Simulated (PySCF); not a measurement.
**La(II) with different ligands**

Computed with PySCF 2.14.0, PBE0, def2-SVP on the ligands, density fitting, scalar-relativistic core potentials, no spin-orbit coupling, vacuum. The metal has lcecp-0-SVP with ECP47. Each complex is relaxed within the symmetry of a template of the same shape. Distances are means of the shortest metal–ligand contacts, charges and spins Mulliken's; removal energies are rigid, with the ligand's formal charge and no counterpoise, so too large; for an anion taken off a cation in vacuum most of it is the attraction of opposite charges, and multiply charged cations can part far more cheaply with an electron moved from ligand to metal. lcecp potentials hold a fixed number of 4f electrons in the core, out of states, spins and gaps.

```tsv
complex	point group	M–first ligand (Å)	charge on M (e)	removal of one first-named ligand (eV)	strongest infrared band, degenerate modes summed (cm⁻¹)	unstable modes (below −25 cm⁻¹)
[LaH3(NH3)]−	C1, nearly Cs	2.470	-0.04	3.51	889	0
[LaCl3(H2O)]−	Cs	2.835	0.56	3.82	–	1
[La(OH)3(NH3)]−	nearly Cs	2.384	0.47	4.15	–	not given
[LaF3(H2O)]−	C1	2.337	0.78	4.98	2756	0
[LaF3(NH3)]−	C3v	2.321	0.68	4.48	389	0
```

Problem. A further member has point group Cs, M–first ligand (Å) 2.460, charge on M (e) 0.05, removal of one first-named ligand (eV) 4.16, strongest infrared band, degenerate modes summed (cm⁻¹) 902, unstable modes (below −25 cm⁻¹) 0. Which complex is it?

Solution. [LaH3(H2O)]−. Other answers can fit too; this one was computed.

Members with unstable modes aren't minima as they stand: saddle points kept by symmetry or, where the modes are soft, flat surfaces and noise. Moved off a saddle point of the template and relaxed again: [LaH3(NH3)]−, [LaF3(H2O)]−. One start shape was tried for each, so a minimum needn't be the lowest isomer. Oxidation states forced by the potential, rare, strongly oxidising or of another configuration in reality: [LaH3(NH3)]−, [LaCl3(H2O)]−, [La(OH)3(NH3)]−, [LaH3(H2O)]−, [LaF3(H2O)]−, [LaF3(NH3)]−.
